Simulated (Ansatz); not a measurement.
`[NH2][Zr]([NH2])([F])[Cl]` + `C[O][Cd][NH2]` → `[NH2][Zr]([NH2])([NH2])[Cl]` + `C[O][Cd][F]`  (redistribution)

Program: Ansatz. Geometries: PBE0-D4/def2-TZVP. ΔE: electronic, gas phase. CCSD(T)/CBS is the MP2 limit (def2-TZVPP, def2-QZVPP) plus CCSD(T) − MP2 in def2-TZVPP, frozen cores. Functionals use def2-TZVPP. HSE06 is defined as in plane-wave codes. def2 core potentials past Kr. For Cd, Zr outer-core shells are correlated without core-valence functions, which leaves a few kJ/mol of doubt a bond. One conformer a species, not always the lowest.

| level | ΔE (kcal/mol) |
| --- | --- |
| HSE06-D4 | 17.4 |
| HF/def2-SVP | 14.3 |

Problem. What does CCSD(T)/CBS give? (Estimate.)

Solution. Computed: +16.4 kcal/mol. The listed levels differ from it by 1.0, -2.1 kcal/mol.

Largest T1 diagnostic among the species: 0.018.

Leaving LDA and LC-ωPBE aside and taking each functional with its dispersion term where it has one, the values, not all of them listed here, spread over 1.8 kcal/mol, from BHLYP-D4 to PBE-QIDH. LDA lies +1.7 kcal/mol from PBE without D4. At CCSD(T), def2-SVP lies +2.2 kcal/mol from the extrapolated value and def2-TZVPP +1.4 kcal/mol.

CCSD(T)/CBS has its own doubt, a few kJ/mol and more with outer-core shells, so smaller differences from it don't rank the levels.
